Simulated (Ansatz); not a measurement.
Consider the cleavage of the Si–Si bond: `Cl[SiH2][SiH](Cl)Cl` + NH₃ → `N[SiH](Cl)Cl` + `[SiH3]Cl`.

Program: Ansatz. Geometries: PBE0-D4/def2-TZVP. ΔE: electronic, gas phase. CCSD(T)/CBS adds triple-zeta CCSD(T) − MP2 to the extrapolated MP2 energy (def2 sets, frozen cores). This one scheme is used for every species. DFT in def2-TZVPP. B3LYP here is the variant with VWN-RPA as its local correlation; programs differ in this. HSE06 is defined as in plane-wave codes. One conformer a species, not always the lowest.

```json
{"level": "PBE-D4", "ΔE (kJ/mol)": "-51.5", "difference from CCSD(T)/CBS": "19.0"}
{"level": "revPBE-D4", "ΔE (kJ/mol)": "-52.0", "difference from CCSD(T)/CBS": "18.5"}
{"level": "BLYP-D4", "ΔE (kJ/mol)": "-61.8", "difference from CCSD(T)/CBS": "8.7"}
{"level": "r2SCAN-D4", "ΔE (kJ/mol)": "-68.3", "difference from CCSD(T)/CBS": "2.2"}
{"level": "B97M-V", "ΔE (kJ/mol)": "-67.4", "difference from CCSD(T)/CBS": "3.1"}
{"level": "PBE0-D4", "ΔE (kJ/mol)": "-58.9", "difference from CCSD(T)/CBS": "11.6"}
{"level": "B3LYP-D4", "ΔE (kJ/mol)": "-67.3", "difference from CCSD(T)/CBS": "3.2"}
{"level": "r2SCAN0-D4", "ΔE (kJ/mol)": "-71.6", "difference from CCSD(T)/CBS": "-1.1"}
{"level": "HSE06-D4", "ΔE (kJ/mol)": "-58.6", "difference from CCSD(T)/CBS": "11.9"}
{"level": "BHLYP-D4", "ΔE (kJ/mol)": "-74.7", "difference from CCSD(T)/CBS": "-4.2"}
{"level": "CAM-B3LYP-D4", "ΔE (kJ/mol)": "-76.7", "difference from CCSD(T)/CBS": "-6.2"}
{"level": "ωB97X-V", "ΔE (kJ/mol)": "-71.6", "difference from CCSD(T)/CBS": "-1.1"}
{"level": "ωB97M-V", "ΔE (kJ/mol)": "-76.9", "difference from CCSD(T)/CBS": "-6.4"}
{"level": "B2PLYP", "ΔE (kJ/mol)": "-76.7", "difference from CCSD(T)/CBS": "-6.2"}
{"level": "PBE-QIDH", "ΔE (kJ/mol)": "-72.2", "difference from CCSD(T)/CBS": "-1.7"}
{"level": "PBE", "ΔE (kJ/mol)": "-55.6", "difference from CCSD(T)/CBS": "14.9"}
{"level": "revPBE", "ΔE (kJ/mol)": "-53.5", "difference from CCSD(T)/CBS": "17.0"}
{"level": "BLYP", "ΔE (kJ/mol)": "-68.4", "difference from CCSD(T)/CBS": "2.1"}
{"level": "r2SCAN", "ΔE (kJ/mol)": "-69.7", "difference from CCSD(T)/CBS": "0.8"}
{"level": "PBE0", "ΔE (kJ/mol)": "-63.0", "difference from CCSD(T)/CBS": "7.5"}
{"level": "B3LYP", "ΔE (kJ/mol)": "-74.0", "difference from CCSD(T)/CBS": "-3.5"}
{"level": "r2SCANh", "ΔE (kJ/mol)": "-71.2", "difference from CCSD(T)/CBS": "-0.7"}
{"level": "r2SCAN0", "ΔE (kJ/mol)": "-73.3", "difference from CCSD(T)/CBS": "-2.8"}
{"level": "BHLYP", "ΔE (kJ/mol)": "-83.1", "difference from CCSD(T)/CBS": "-12.6"}
{"level": "CAM-B3LYP", "ΔE (kJ/mol)": "-81.5", "difference from CCSD(T)/CBS": "-11.0"}
{"level": "LC-ωPBE", "ΔE (kJ/mol)": "-72.7", "difference from CCSD(T)/CBS": "-2.2"}
{"level": "RPA@PBE/def2-TZVPP", "ΔE (kJ/mol)": "-71.6", "difference from CCSD(T)/CBS": "-1.1"}
{"level": "MP2/def2-SVP", "ΔE (kJ/mol)": "-81.1", "difference from CCSD(T)/CBS": "-10.6"}
{"level": "CCSD/def2-SVP", "ΔE (kJ/mol)": "-76.7", "difference from CCSD(T)/CBS": "-6.2"}
{"level": "CCSD(T)/def2-SVP", "ΔE (kJ/mol)": "-74.1", "difference from CCSD(T)/CBS": "-3.6"}
{"level": "HF/def2-TZVPP", "ΔE (kJ/mol)": "-92.2", "difference from CCSD(T)/CBS": "-21.7"}
{"level": "MP2/def2-TZVPP", "ΔE (kJ/mol)": "-78.7", "difference from CCSD(T)/CBS": "-8.2"}
{"level": "SCS-MP2/def2-TZVPP", "ΔE (kJ/mol)": "-80.7", "difference from CCSD(T)/CBS": "-10.2"}
{"level": "CCSD/def2-TZVPP", "ΔE (kJ/mol)": "-76.0", "difference from CCSD(T)/CBS": "-5.5"}
{"level": "HF/def2-QZVPP", "ΔE (kJ/mol)": "-93.1", "difference from CCSD(T)/CBS": "-22.6"}
{"level": "MP2/def2-QZVPP", "ΔE (kJ/mol)": "-77.6", "difference from CCSD(T)/CBS": "-7.1"}
{"level": "SCS-MP2/def2-QZVPP", "ΔE (kJ/mol)": "-79.7", "difference from CCSD(T)/CBS": "-9.2"}
{"level": "HF/CBS(def2)", "ΔE (kJ/mol)": "-93.2", "difference from CCSD(T)/CBS": "-22.7"}
{"level": "MP2/CBS(def2)", "ΔE (kJ/mol)": "-76.2", "difference from CCSD(T)/CBS": "-5.7"}
{"level": "CCSD/CBS(def2)", "ΔE (kJ/mol)": "-73.5", "difference from CCSD(T)/CBS": "-3.0"}
{"level": "CCSD(T)/CBS", "ΔE (kJ/mol)": "-70.5", "difference from CCSD(T)/CBS": "0"}
```

Largest T1 diagnostic among the species: 0.010.

From PBE to PBE0 (25 % exact exchange), in def2-TZVPP and without D4, ΔE moves by −7.4 kJ/mol. The D4 term adds +6.6 kJ/mol with B3LYP and +4.1 kJ/mol with PBE0; it sums over pairs of atoms, weighted by their polarisabilities, and B3LYP, whose exchange is more repulsive, gets the larger term. Leaving LDA and LC-ωPBE aside and taking each functional with its dispersion term where it has one, the values spread over 25.5 kJ/mol, from ωB97M-V to PBE-D4. LDA lies −7.9 kJ/mol from PBE without D4.
